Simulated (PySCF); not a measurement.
C₂H₈ClNSi₂, SMILES [Si@@H](C)(Cl)/C=N/[SiH3]. Heavy atoms are numbered as in [CH3:1][Si@H:2]([Cl:3])/[CH:4]=[N:5]/[SiH3:6]. Hydrogens are named by the atom that carries them.

The structure is a stationary point at ωB97X-D3(BJ)/def2-SVP. The structure was generated by enumeration; whether it is a known compound was not checked. One conformer was computed; it need not be the lowest.

Computed with PySCF with PBE/pcSseg-1.

GIAO shieldings, no solvent; atoms alike by connectivity are averaged. δ = σ(ref) − σ: ¹³C against TMS (σ = 182.0 ppm); ²⁹Si against TMS (σ = 335.4 ppm); ³⁵Cl against HCl (σ = 936.5 ppm); ¹⁵N against NH3 (σ = 267.0 ppm); ¹H against TMS (σ = 31.49 ppm), references at their B3LYP-D3(BJ)/def2-TZVP geometries, non-relativistic (without spin–orbit terms, shifts of atoms bonded to Cl or Br come out too high).

```json
[
 {"atoms": "C4 (CH)", "nucleus": "¹³C", "count": "1", "δ (ppm)": "…"},
 {"atoms": "C1 (CH3)", "nucleus": "¹³C", "count": "1", "δ (ppm)": "1.1"},
 {"atoms": "Si2 (SiH)", "nucleus": "²⁹Si", "count": "1", "δ (ppm)": "-9.0"},
 {"atoms": "Si6 (SiH3)", "nucleus": "²⁹Si", "count": "1", "δ (ppm)": "…"},
 {"atoms": "Cl3", "nucleus": "³⁵Cl", "count": "1", "δ (ppm)": "-12.5"},
 {"atoms": "N5", "nucleus": "¹⁵N", "count": "1", "δ (ppm)": "…"},
 {"atoms": "H on C4", "nucleus": "¹H", "count": "1", "δ (ppm)": "…"},
 {"atoms": "H on Si2", "nucleus": "¹H", "count": "1", "δ (ppm)": "…"},
 {"atoms": "H on Si6", "nucleus": "¹H", "count": "3", "δ (ppm)": "5.24"},
 {"atoms": "H on C1", "nucleus": "¹H", "count": "3", "δ (ppm)": "0.84"}
]
```

### Question
Fill in the missing entries. (The exact figures need the calculation; the answer reports its results.)

### Answer

- Si6 (SiH3), δ (ppm): -37.7
- N5, δ (ppm): 470.4
- H on Si2, δ (ppm): 5.44
- H on C4, δ (ppm): 10.49
- C4 (CH), δ (ppm): 215.8
